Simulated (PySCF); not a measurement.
Isomers of Si4H10, one conformer each; single-point electronic energies without zero-point terms and without any empirical dispersion term.

Computed with PySCF at wB97X-D/pcSseg-2, non-relativistic, each on one gas-phase PBE0-D3(BJ)/def2-TZVP geometry that isn't relaxed in the solvent. The solvent is an IEF-PCM continuum (cavity from Bondi-type radii × 1.2). Specific hydrogen bonds and non-electrostatic terms are outside this model.

| isomer | relative energy, gas (kcal/mol) | dipole (D) |
| --- | --- | --- |
| `[SiH3][SiH]([SiH3])[SiH3]` | 0.0 | 0.15 |
| `[SiH3][SiH2][SiH2][SiH3]` | 1.1 | 0.13 |

How do the relative energies look in chloroform (ε = 4.711)?

```
                     isomer  relative energy, solvent (kcal/mol)  E(solvent) − E(gas) (kcal/mol)  dipole in solvent (D)
`[SiH3][SiH]([SiH3])[SiH3]`                                  0.0                            -0.3                   0.18
 `[SiH3][SiH2][SiH2][SiH3]`                                  1.1                            -0.3                   0.16
```

The order is unchanged. Conformers: `[SiH3:1][SiH2:2][SiH2:3][SiH3:4]` with Si1–Si2–Si3–Si4 57°. The gains span 0.0 kcal/mol, the gas-phase energies 1.1 kcal/mol.
